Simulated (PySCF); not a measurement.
Isomers of C5H13NO3Si, mass 163.066 u with the commonest isotopes. Level of theory: PBE0/pcSseg-1 in PySCF (dipole) on a GFN2-xTB geometry, gas phase. One conformer each, none proved a minimum here; rigid rotors.

Task: Order these by radius of gyration √(Σ m r²/M), smallest first.
A. `[CH3:1][NH:2][Si@@H:3]1[O:4][CH2:5][CH2:6][C@H:7]([O:8][CH3:9])[O:10]1` with C1–N2–Si3–O4 -172°, C6–C7–O8–C9 180°, N2–Si3–O4–C5 -126°, Si3–O4–C5–C6 -20°, O4–C5–C6–C7 56°, C5–C6–C7–O8 57°
B. `[CH3:1][NH:2][Si@@H:3]1[O:4][CH2:5][CH2:6][C@@H:7]([O:8][CH3:9])[O:10]1` with C1–N2–Si3–O4 -173°, C6–C7–O8–C9 -173°, N2–Si3–O4–C5 -143°, Si3–O4–C5–C6 45°, O4–C5–C6–C7 -61°, C5–C6–C7–O8 -60°
C. `[CH3:1][NH:2][Si@@H:3]([O:4][CH3:5])[C@@H:6]([CH3:7])[C:8](=[O:9])[OH:10]` with C1–N2–Si3–O4 50°, N2–Si3–O4–C5 47°, N2–Si3–C6–C7 -56°, Si3–C6–C8–O9 -87°, C6–C8–O10–H -176°
D. `[CH3:1][CH:2]([CH3:3])[O:4][Si:5]1([NH2:6])[O:7][CH2:8][CH2:9][O:10]1` with C1–C2–O4–Si5 161°, C2–O4–Si5–N6 -35°, O4–Si5–N6–H 179° and -40°, O4–Si5–O7–C8 -135°, Si5–O7–C8–C9 21°, O7–C8–C9–O10 -22°, C8–C9–O10–Si5 13°

Result: A (2.143 Å), B (2.213 Å), D (2.257 Å), C (2.305 Å).

Task: Order these by out-of-plane moment Σ m c² = (Ia + Ib − Ic)/2, smallest first.
A. `[CH3:1][NH:2][Si@@H:3]1[O:4][CH2:5][CH2:6][C@@H:7]([O:8][CH3:9])[O:10]1` with C1–N2–Si3–O4 -173°, C6–C7–O8–C9 -173°, N2–Si3–O4–C5 -143°, Si3–O4–C5–C6 45°, O4–C5–C6–C7 -61°, C5–C6–C7–O8 -60°
B. `[CH3:1][NH:2][Si@@H:3]1[O:4][CH2:5][CH2:6][C@H:7]([O:8][CH3:9])[O:10]1` with C1–N2–Si3–O4 -172°, C6–C7–O8–C9 180°, N2–Si3–O4–C5 -126°, Si3–O4–C5–C6 -20°, O4–C5–C6–C7 56°, C5–C6–C7–O8 57°
C. `[CH3:1][NH:2][Si@@H:3]([O:4][CH3:5])[C@H:6]([CH3:7])[C:8](=[O:9])[OH:10]` with C1–N2–Si3–O4 175°, N2–Si3–O4–C5 171°, N2–Si3–C6–C7 -63°, Si3–C6–C8–O9 90°, C6–C8–O10–H 177°
D. `[CH3:1][CH:2]([CH3:3])[O:4][Si:5]1([NH2:6])[O:7][CH2:8][CH2:9][O:10]1` with C1–C2–O4–Si5 161°, C2–O4–Si5–N6 -35°, O4–Si5–N6–H 179° and -40°, O4–Si5–O7–C8 -135°, Si5–O7–C8–C9 21°, O7–C8–C9–O10 -22°, C8–C9–O10–Si5 13°
E. `[CH3:1][NH:2][Si@@H:3]([O:4][CH3:5])[C@@H:6]([CH3:7])[C:8](=[O:9])[OH:10]` with C1–N2–Si3–O4 50°, N2–Si3–O4–C5 47°, N2–Si3–C6–C7 -56°, Si3–C6–C8–O9 -87°, C6–C8–O10–H -176°

Result: A (58.96 u·Å²), B (69.14 u·Å²), C (106.58 u·Å²), D (107.91 u·Å²), E (109.68 u·Å²).

Task: Order these by rotational constant A, largest first.
A. `[CH3:1][NH:2][Si@@H:3]([O:4][CH3:5])[C@@H:6]([CH3:7])[C:8](=[O:9])[OH:10]` with C1–N2–Si3–O4 50°, N2–Si3–O4–C5 47°, N2–Si3–C6–C7 -56°, Si3–C6–C8–O9 -87°, C6–C8–O10–H -176°
B. `[CH3:1][CH:2]([CH3:3])[O:4][Si:5]1([NH2:6])[O:7][CH2:8][CH2:9][O:10]1` with C1–C2–O4–Si5 161°, C2–O4–Si5–N6 -35°, O4–Si5–N6–H 179° and -40°, O4–Si5–O7–C8 -135°, Si5–O7–C8–C9 21°, O7–C8–C9–O10 -22°, C8–C9–O10–Si5 13°
C. `[CH3:1][NH:2][Si@@H:3]1[O:4][CH2:5][CH2:6][C@@H:7]([O:8][CH3:9])[O:10]1` with C1–N2–Si3–O4 -173°, C6–C7–O8–C9 -173°, N2–Si3–O4–C5 -143°, Si3–O4–C5–C6 45°, O4–C5–C6–C7 -61°, C5–C6–C7–O8 -60°
D. `[CH3:1][NH:2][Si@@H:3]([O:4][CH3:5])[C@H:6]([CH3:7])[C:8](=[O:9])[OH:10]` with C1–N2–Si3–O4 175°, N2–Si3–O4–C5 171°, N2–Si3–C6–C7 -63°, Si3–C6–C8–O9 90°, C6–C8–O10–H 177°

Result: B (2193 MHz), C (1784 MHz), A (1584 MHz), D (1389 MHz).

```
                      SMILES  point group  Ia (u·Å²)  Ib (u·Å²)  Ic (u·Å²)      κ  μa (D)  μb (D)  μc (D)
         CC(C)O[Si]1(N)OCCO1           C1     230.46     708.41     723.05  -0.98    0.40    0.09    1.27
   CN[Si@@H]1OCC[C@@H](OC)O1           C1     283.29     574.61     739.97  -0.64    0.26    0.73    0.27
CN[Si@@H](OC)[C@@H](C)C(=O)O           C1     318.97     657.24     756.85  -0.78    1.05    0.10    0.44
 CN[Si@@H](OC)[C@H](C)C(=O)O           C1     363.91     586.10     736.84  -0.50    1.16    0.91    0.99
    CN[Si@@H]1OCC[C@H](OC)O1           C1     325.33     492.58     679.64  -0.30    0.01    0.72    0.07
```
